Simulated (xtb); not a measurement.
C2H6ClGa, singlet, from a rough starting geometry (GFN-xTB shapes and energies of metal compounds can be far from the true ones); GFN2-xTB (xtb).

xtb was given this input:
```
$ xtb mol.xyz --gfn 2 --opt vtight --json

# file mol.xyz
10

Ga     0.46545704    -0.23167963     0.33407788
C     -1.09296455    -1.46831237     0.10357172
H     -0.82648486    -2.43982834    -0.39713727
H     -1.98894638    -1.07356319    -0.31044014
H     -1.36922701    -1.78558334     1.24350434
C      0.58389831     1.64251666    -0.50690596
H      1.41823195     1.73186620    -1.24284147
H      0.87792529     2.40201849     0.37207608
H     -0.30604252     2.04716961    -0.87415454
Cl     2.13299659    -0.91803736     1.29268330
```

Output, abridged:

```
   ID    Z sym.   atoms
    1   31 Ga     1
    2    6 C      2, 6
    3    1 H      3-5, 7-9
    4   17 Cl     10

           -------------------------------------------------
          |                Calculation Setup                |
           -------------------------------------------------

           -------------------------------------------------
          |                 G F N 2 - x T B                 |
           -------------------------------------------------

          ...................................................
          :                      SETUP                      :
          :.................................................:
          :  # basis functions                  34          :
          :  # atomic orbitals                  32          :
          :  # shells                           16          :
          :  # electrons                        24          :
          :  max. iterations                   250          :
          :  Hamiltonian                  GFN2-xTB          :
          :  restarted?                      false          :
          :  GBSA solvation                  false          :
          :  PC potential                    false          :
          :  electronic temp.          300.0000000     K    :
          :  accuracy                    1.0000000          :
          :  -> integral cutoff          0.2500000E+02      :
          :  -> integral neglect         0.1000000E-07      :
          :  -> SCF convergence          0.1000000E-05 Eh   :
          :  -> wf. convergence          0.1000000E-03 e    :
          :  Broyden damping             0.4000000          :
          :  net charge                          0          :
          :  unpaired electrons                  0          :
          ...................................................

 iter      E             dE          RMSdq      gap      omega  full diag
   1    -13.1849625 -0.131850E+02  0.127E+01    4.51       0.0  T
   2    -13.2085710 -0.236084E-01  0.760E+00    4.60       1.0  T
   3    -13.2059496  0.262141E-02  0.298E+00    4.29       1.0  T
   4    -13.2110325 -0.508293E-02  0.425E-01    4.45       1.0  T
   5    -13.2114407 -0.408169E-03  0.305E-01    4.47       1.0  T
   6    -13.2115540 -0.113320E-03  0.174E-01    4.46       1.0  T
   7    -13.2115677 -0.137653E-04  0.547E-02    4.47       1.0  T
   8    -13.2115634  0.435716E-05  0.512E-02    4.48       1.0  T
   9    -13.2115742 -0.108277E-04  0.168E-02    4.47       1.9  T
  10    -13.2115752 -0.102615E-05  0.813E-03    4.47       3.9  T
  11    -13.2115754 -0.146639E-06  0.142E-03    4.47      22.2  T
  12    -13.2115754 -0.397907E-08  0.356E-04    4.47      88.7  T
  13    -13.2115754 -0.221416E-09  0.275E-04    4.47     115.0  T

   *** convergence criteria satisfied after 13 iterations ***

         :::::::::::::::::::::::::::::::::::::::::::::::::::::
         ::                     SUMMARY                     ::
         :::::::::::::::::::::::::::::::::::::::::::::::::::::
         :: total energy             -13.111025472409 Eh    ::
         :: gradient norm              0.115132037983 Eh/a0 ::
         :: HOMO-LUMO gap              4.466951110808 eV    ::
         ::.................................................::
         :: SCC energy               -13.211563144618 Eh    ::
         :: -> isotropic ES            0.013831680022 Eh    ::
         :: -> anisotropic ES          0.000644886529 Eh    ::
         :: -> anisotropic XC          0.004617671423 Eh    ::
         :: -> dispersion             -0.004987481403 Eh    ::
         :: repulsion energy           0.100537672209 Eh    ::
         :: add. restraining           0.000000000000 Eh    ::
         :: total charge               0.000000000000 e     ::
         :::::::::::::::::::::::::::::::::::::::::::::::::::::

      -----------------------------------------------------------
     |                   =====================                   |
[...]
 * total energy  :   -13.1110255 Eh     change       -0.1581419E-09 Eh
 * total energy  :   -13.1248794 Eh     change       -0.1385388E-01 Eh
 * total energy  :   -13.1259969 Eh     change       -0.1117545E-02 Eh
 * total energy  :   -13.1270086 Eh     change       -0.1011656E-02 Eh
 * total energy  :   -13.1270379 Eh     change       -0.2932784E-04 Eh
 * total energy  :   -13.1270518 Eh     change       -0.1389424E-04 Eh
 * total energy  :   -13.1270543 Eh     change       -0.2494535E-05 Eh
 * total energy  :   -13.1270548 Eh     change       -0.5264503E-06 Eh
 * total energy  :   -13.1270551 Eh     change       -0.2741742E-06 Eh
 * total energy  :   -13.1270552 Eh     change       -0.1182340E-06 Eh
 * total energy  :   -13.1270552 Eh     change       -0.4567923E-07 Eh
   *** GEOMETRY OPTIMIZATION CONVERGED AFTER 11 ITERATIONS ***
         :: total energy             -13.127055237821 Eh    ::
[...]
        11        2.0000           -0.4212720             -11.4634
        12        2.0000           -0.3963124             -10.7842 (HOMO)
        13                         -0.2362558              -6.4288 (LUMO)
        14                         -0.1465741              -3.9885
        15                          0.0005226               0.0142
        16                          0.0225867               0.6146
        17                          0.0311139               0.8467
        18                          0.0361237               0.9830
        19                          0.0396519               1.0790
        20                          0.0509394               1.3861
        21                          0.0558992               1.5211
        22                          0.0693434               1.8869
        23                          0.0995584               2.7091
       ...                                ...                  ...
        32                          1.5788546              42.9628
      -------------------------------------------------------------
                  HL-Gap            0.1600566 Eh            4.3554 eV
             Fermi-level           -0.3162841 Eh           -8.6065 eV

     #   Z          covCN         q      C6AA      α(0)
     1  31 Ga       2.495     0.035   217.888    33.103
     2   6 C        3.624    -0.149    23.884     7.043
     3   1 H        0.924     0.072     2.060     2.244
     4   1 H        0.924     0.067     2.116     2.275
     5   1 H        0.924     0.073     2.050     2.239
     6   6 C        3.624    -0.149    23.884     7.043
     7   1 H        0.924     0.072     2.063     2.246
     8   1 H        0.924     0.074     2.047     2.238
     9   1 H        0.924     0.067     2.116     2.275
    10  17 Cl       0.792    -0.162   104.102    15.608

 Mol. C6AA /au·bohr⁶  :       1832.857264
 Mol. C8AA /au·bohr⁸  :      90340.976142
 Mol. α(0) /au        :         76.313462

Wiberg/Mayer (AO) data.
largest (>0.10) Wiberg bond orders for each atom

 ---------------------------------------------------------------------------
     #   Z sym  total        # sym  WBO       # sym  WBO       # sym  WBO
 ---------------------------------------------------------------------------
     1  31 Ga   3.400 --    10 Cl   1.237     2 C    0.899     6 C    0.898
     2   6 C    3.978 --     4 H    0.938     3 H    0.926     5 H    0.926
                             1 Ga   0.899     6 C    0.189
     3   1 H    0.995 --     2 C    0.926
     4   1 H    0.995 --     2 C    0.938
     5   1 H    0.995 --     2 C    0.926
     6   6 C    3.978 --     9 H    0.938     7 H    0.926     8 H    0.926
                             1 Ga   0.898     2 C    0.189
     7   1 H    0.995 --     6 C    0.926
     8   1 H    0.995 --     6 C    0.926
     9   1 H    0.995 --     6 C    0.938
    10  17 Cl   1.442 --     1 Ga   1.237
 ---------------------------------------------------------------------------

Topologies differ in total number of bonds
Writing topology from bond orders to xtbtopo.mol

molecular dipole:
                 x           y           z       tot (Debye)
 q only:       -0.765       0.323      -0.453
   full:       -0.924       0.389      -0.549       2.907
molecular quadrupole (traceless):
                xx          xy          yy          xz          yz          zz
 q only:       -2.455       3.599       3.268      -2.732       0.305      -0.813
  q+dip:       -2.882       4.644       4.298      -3.133       0.074      -1.416
   full:       -3.923       3.625       2.884      -4.759       1.906       1.039

optimized geometry written to: xtbopt.xyz

           -------------------------------------------------
          | TOTAL ENERGY              -13.127055237821 Eh   |
          | GRADIENT NORM               0.000042392726 Eh/α |
          | HOMO-LUMO GAP               4.355362127588 eV   |
           -------------------------------------------------
```
